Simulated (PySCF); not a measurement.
AgF, SMILES [F][Ag], multiplicity 1.

Geometry optimised at B3LYP-D3(BJ)/def2-TZVPD. The spin state was assumed, not searched. The def2 effective core potentials stand for the cores of Ag; spin–orbit coupling is left out.

Two levels are set side by side: TDDFT-PBE/def2-TZVPD (PySCF) and TDDFT-LC-ωPBE/def2-TZVPD (PySCF). Vertical, same geometry. The lowest singlet is HOMO→LUMO 100 % with PBE and HOMO→LUMO 83 %, HOMO−7→LUMO 13 % with the other functional; states are paired by order. Differences are taken from unrounded values.

| quantity | TDDFT-PBE |
|---|---|
| lowest singlet excitation (eV) | 2.52 |
| lowest triplet excitation (TDA) (eV) | 2.13 |

Question: These are the TDDFT-PBE values. What does TDDFT-LC-ωPBE give? (An estimate is asked for; the answer gives what the named calculation found.)

Answer: 
| quantity | TDDFT-LC-ωPBE | TDDFT-PBE minus TDDFT-LC-ωPBE |
|---|---|---|
| lowest singlet excitation (eV) | 3.65 | -1.13 |
| lowest triplet excitation (TDA) (eV) | 2.84 | -0.71 |

Functionals without exact exchange tend to place singlet excitations lower, as here. Differences between two approximate levels are no errors against the true value.

Rough cost on one machine, each run with all the roots and properties that it gave: TDDFT-LC-ωPBE against TDDFT-PBE about 3 times.
